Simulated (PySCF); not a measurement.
## [BrH2]+: breathing scan

Level of theory: PySCF, PBE0, basis Br def2-TZVP, H def2-TZVP (no relativity, density fitting).

Rigid scan from the singlet minimum (Br–H 1.447 Å (×2); H–Br–H 92.5°). Coordinate: all bonds to the central atom scaled together. Energies in kJ/mol from the minimum.

Q: Predict the curve at 0.88, 0.92, 0.96, 1.00, 1.04, 1.08, 1.14, 1.22, 1.35.

A: 
```
scale of all bonds to the centre  E (kJ/mol)  dipole size (D, about the centre of mass)
                            0.88        90.7                                       1.64
                            0.92        36.2                                       1.76
                            0.96         8.2                                       1.89
                            1.00         0.0                                       2.04
                            1.04         6.7                                       2.19
                            1.08        24.5                                       2.35
                            1.14        65.6                                       2.60
                            1.22       136.6                                       2.96
                            1.35       267.4                                       3.60
```

At long bonds a restricted determinant can lie too high, and another spin state can fall below this curve.

Other isomers or separated fragments may lie lower.

The scan took 3.6 s on 2 threads of a shared Arm Neoverse V2 host; the process peaked at 0.6 GiB. Launch command: `OMP_NUM_THREADS=2 python axn.py task.json out`.
